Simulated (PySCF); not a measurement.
PySCF job for stibine (H3Sb), SMILES [SbH3], TDDFT-M06-2X/def2-TZVPD. Coordinates come from a PBE0-D3(BJ)/def2-TZVPD optimisation. The def2 effective core potentials stand for the cores of Sb; spin–orbit coupling is left out.

```python
import numpy as np
from pyscf import gto, scf, dft, tdscf

mol = gto.M(
    atom='''
    Sb    0.00000000   -0.00000000    0.05342101
    H     1.22207184    0.70556351   -0.90815723
    H    -0.00000006   -1.41112697   -0.90815729
    H    -1.22207183    0.70556357   -0.90815720
    ''',
    basis='def2-TZVPD',
    ecp={'Sb': 'def2-tzvp'},
    charge=0,
    spin=0,
    symmetry=True,
    max_memory=2000,
    verbose=4,
)
mf = dft.RKS(mol, xc='m06-2x').density_fit(auxbasis='def2-universal-jkfit')
mf.grids.level = 4
mf.conv_tol = 1e-9
mf.max_cycle = 100
mf.kernel()
mf.grids = dft.Grids(mol).set(level=2).build(with_non0tab=True)  # coarser grid for the response kernel
td = tdscf.TDDFT(mf)
td.singlet = True
td.nstates = 10
td.conv_tol = 1e-4
td.kernel(x0=td.get_init_guess(mf, 15))
td.analyze()
tt = tdscf.TDA(mf)
tt.singlet = False
tt.nstates = 4
tt.conv_tol = 1e-4
tt.kernel(x0=tt.get_init_guess(mf, 9))
tt.analyze(verbose=3)
```

Log of the run:

```
PySCF version 2.14.0

[INPUT] verbose = 4
[INPUT] num. atoms = 4
[INPUT] num. electrons = 26
[INPUT] charge = 0
[INPUT] spin (= nelec alpha-beta = 2S) = 0
[INPUT] symmetry True subgroup None
[INPUT] Mole.unit = angstrom
[INPUT] Symbol           X                Y                Z      unit          X                Y                Z       unit  Magmom
[INPUT]  1 Sb     0.000000000000   0.000000000000   0.053421010000 AA    0.000000000000   0.000000000000   0.100951078198 Bohr   0.0
[INPUT]  2 H      1.222071840000   0.705563510000  -0.908157230000 AA    2.309381082143   1.333321797387  -1.716168442744 Bohr   0.0
[INPUT]  3 H     -0.000000060000  -1.411126970000  -0.908157290000 AA   -0.000000113384  -2.666643500287  -1.716168556127 Bohr   0.0
[INPUT]  4 H     -1.222071830000   0.705563570000  -0.908157200000 AA   -2.309381063246   1.333321910770  -1.716168386052 Bohr   0.0

nuclear repulsion = 22.0322474495211
point group symmetry = C3v, use subgroup Cs
symmetry origin: [-1.74974641e-09  3.84944210e-09 -7.34893493e-09]
symmetry axis x: [3.44324647e-10 1.00000000e+00 1.61721685e-08]
symmetry axis y: [-2.38220669e-08 -1.61721685e-08  1.00000000e+00]
symmetry axis z: [ 1.00000000e+00 -3.44325032e-10  2.38220669e-08]
num. orbitals of irrep A' = 53
num. orbitals of irrep A" = 30
number of shells = 33
number of NR pGTOs = 130
number of NR cGTOs = 83
basis = def2-TZVPD
ecp = {'Sb': 'def2-tzvp'}


[settings echo left out]
init E= -203.188969175712
HOMO (A') = -0.844003397939462  LUMO (A') = -0.464197358129009  gap/eV = 10.33505
cycle= 1 E= -240.789305643038  delta_E= -37.6  |g|= 2.53  |ddm|= 15.8
HOMO (A') = -0.0856088493585627  LUMO (A') = 0.0309945136836216  gap/eV = 3.17294
cycle= 2 E= -241.180138383938  delta_E= -0.391  |g|= 2.34  |ddm|= 5.65
HOMO (A') = -0.293527273638692  LUMO (A') = 0.0130228341364811  gap/eV = 8.34165
cycle= 3 E= -241.927550126767  delta_E= -0.747  |g|= 0.101  |ddm|= 2.18
HOMO (A') = -0.316489195603369  LUMO (A') = 0.0157627446298182  gap/eV = 9.04104
cycle= 4 E= -241.92962888521  delta_E= -0.00208  |g|= 0.033  |ddm|= 0.245
HOMO (A') = -0.31687256695884  LUMO (A') = 0.0162237108092854  gap/eV = 9.06401
cycle= 5 E= -241.92979826824  delta_E= -0.000169  |g|= 0.00786  |ddm|= 0.0387
HOMO (A') = -0.315851210826309  LUMO (A') = 0.01597231420572  gap/eV = 9.02938
cycle= 6 E= -241.929814674613  delta_E= -1.64e-05  |g|= 0.00129  |ddm|= 0.0118
HOMO (A') = -0.316023252006378  LUMO (A') = 0.0160012891690081  gap/eV = 9.03485
cycle= 7 E= -241.929815329269  delta_E= -6.55e-07  |g|= 0.000166  |ddm|= 0.00304
HOMO (A') = -0.31602951944623  LUMO (A') = 0.0160063856643053  gap/eV = 9.03516
cycle= 8 E= -241.929815347905  delta_E= -1.86e-08  |g|= 3.26e-05  |ddm|= 0.0008
HOMO (A') = -0.316032247816347  LUMO (A') = 0.0160050965599974  gap/eV = 9.03520
cycle= 9 E= -241.929815348343  delta_E= -4.39e-10  |g|= 2.95e-06  |ddm|= 9.75e-05
HOMO (A') = -0.316031751853998  LUMO (A') = 0.0160051391433352  gap/eV = 9.03518
Extra cycle  E= -241.929815348348  delta_E= -4.43e-12  |g|= 1.16e-06  |ddm|= 5.98e-06
converged SCF energy = -241.929815348348
tot grids = 30160


******** <class 'pyscf.tdscf.rks.TDDFT'> for <class 'pyscf.df.df_jk.DFSymAdaptedRKS'> ********
nstates = 10 singlet
deg_eia_thresh = 1.000e-03
wfnsym = None
conv_tol = 0.0001
eigh lindep = 1e-12
eigh level_shift = 0
eigh max_cycle = 100


Excitation energies (eV)
[6.14161668 6.14165004 6.43241314 7.8172281  8.10844937 8.10858416
 8.27873686 8.3096994  8.3101526  8.66353956]

** Singlet excitation energies and oscillator strengths **
Excited State   1:   A'      6.14162 eV    201.88 nm  f=0.0902
      13 -> 15       -0.68460
Excited State   2:   A"      6.14165 eV    201.87 nm  f=0.0901
      13 -> 16        0.68454
Excited State   3:   A'      6.43241 eV    192.75 nm  f=0.1476
      13 -> 14       -0.69280
Excited State   4:   A"      7.81723 eV    158.60 nm  f=0.0000
      11 -> 15       -0.49300
      12 -> 16        0.49348
Excited State   5:   A'      8.10845 eV    152.91 nm  f=0.0021
      11 -> 16       -0.24908
      12 -> 15        0.24934
      13 -> 17       -0.58356
      13 -> 20       -0.14547
Excited State   6:   A"      8.10858 eV    152.90 nm  f=0.0021
      11 -> 15        0.24988
      12 -> 16        0.25122
      13 -> 18        0.58247
      13 -> 21        0.14480
Excited State   7:   A'      8.27874 eV    149.76 nm  f=0.0320
      11 -> 16       -0.26420
      12 -> 15       -0.25260
      13 -> 19        0.58840
      13 -> 22       -0.10424
Excited State   8:   A'      8.30970 eV    149.20 nm  f=0.0004
      11 -> 16       -0.26467
      12 -> 14       -0.51753
      12 -> 15        0.27528
      13 -> 17        0.23199
      13 -> 20        0.10420
Excited State   9:  ???      8.31015 eV    149.20 nm  f=0.0005
      11 -> 14        0.51857
      11 -> 15        0.26905
      12 -> 16        0.26747
      13 -> 18       -0.23383
      13 -> 21       -0.10529
Excited State  10:  ???      8.66354 eV    143.11 nm  f=0.5195
      11 -> 14       -0.40678
      11 -> 15        0.28225
      12 -> 16        0.28169
      13 -> 18       -0.28854
      13 -> 21        0.21282

** Transition electric dipole moments (AU) **
state          X           Y           Z        Dip. S.      Osc.
  1        -0.0000     -0.7742     -0.0002      0.5994      0.0902
  2         0.7738     -0.0000     -0.0000      0.5988      0.0901
  3        -0.0000     -0.0000     -0.9678      0.9366      0.1476
  4        -0.0011     -0.0000      0.0000      0.0000      0.0000
  5         0.0000     -0.1020     -0.0001      0.0104      0.0021
  6         0.1018      0.0000      0.0000      0.0104      0.0021
  7        -0.0000     -0.0020      0.3974      0.1579      0.0320
  8        -0.0000     -0.0443     -0.0079      0.0020      0.0004
  9         0.0476     -0.0000      0.0000      0.0023      0.0005
 10        -1.5645     -0.0000      0.0000      2.4478      0.5195

WARN: ECP detected. Skipping calculation of transition velocity and magnetic dipole moments, which have not yet been implemented.



******** <class 'pyscf.tdscf.rks.TDA'> for <class 'pyscf.df.df_jk.DFSymAdaptedRKS'> ********
nstates = 4 triplet
deg_eia_thresh = 1.000e-03
wfnsym = None
conv_tol = 0.0001
eigh lindep = 1e-12
eigh level_shift = 0
eigh max_cycle = 100


Excitation energies (eV)
[4.92762815 4.92805224 6.20084324 6.57277373]

** Triplet excitation energies and oscillator strengths **
Excited State   1:   A'      4.92763 eV    251.61 nm  f=0.0000
Excited State   2:   A"      4.92805 eV    251.59 nm  f=0.0000
Excited State   3:   A'      6.20084 eV    199.95 nm  f=0.0000
Excited State   4:   A'      6.57277 eV    188.63 nm  f=0.0000
```

The run converged.
